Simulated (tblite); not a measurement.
C6H7N.
Atom-mapped SMILES: `[CH:1]#[C:2]/[CH:3]=[N:4]\[CH:5]1[CH2:6][CH2:7]1` (hydrogens: H8 on C1; H9 on C3; H10 on C5; H11, H12 on C6; H13, H14 on C7)

Computed geometry: GFN2-xTB, gas phase.

Q: Give the optimised bond lengths and angles.

A: 
```csv
bond,length (pm)
C1≡C2,120.2
C2–C3,142.0
C3=N4,126.6
N4–C5,139.7
"C5–C6, C5–C7",151.0
C6–C7,148.8
C1–H8,105.0
C3–H9,108.6
C5–H10,109.2
"C6–H11, C7–H13",107.8
"C6–H12, C7–H14",107.9
```

Bonds in one row agree within 1 pm and their mean is given. A selection of angles:
```csv
angle,degrees
C2–C1–H8,178.6
C1–C2–C3,179.0
C2–C3–N4,127.7
C2–C3–H9,115.5
N4–C3–H9,116.8
C3–N4–C5,122.1
N4–C5–C6,116.0
N4–C5–H10,117.7
C6–C5–C7,59.0
C6–C5–H10,117.5
C5–C6–C7,60.5
C5–C6–H11,116.7
C5–C6–H12,117.4
C7–C6–H11,117.8
C7–C6–H12,119.2
H11–C6–H12,114.7
```

Dihedral angles: C2–C3–N4–C5 0° (synperiplanar); C3–N4–C5–C6 -147° (anticlinal); N4–C5–C6–C7 -106° (anticlinal); N4–C5–C7–C6 106° (anticlinal).

N4 (imine nitrogen) is bent (angle 122.1°). Of the pairs four or more bonds apart, C2···H10 is among the closest relative to their van der Waals radii: 2.53 Å, 87 % of the sum of Bondi's values. The 5 C–C bonds span 1.202 Å (C1≡C2, drawn triple) to 1.510 Å (C5–C6, drawn single), a spread of 0.308 Å. The 3-membered ring C5–C6–C7 has internal angles of 59.0° to 60.5°. The C–N distances run from 1.266 Å (C3=N4, drawn double) to 1.397 Å (N4–C5, drawn single), a spread of 0.131 Å.

Point group: Cs (tolerance 0.08 Å). Its GFN2-xTB frequencies are all real (lowest 63 cm⁻¹). One conformer, not necessarily the lowest. 2 starts were optimised and ended at 0.00 and 4.10 kcal/mol (GFN2-xTB); the lowest of these is shown.
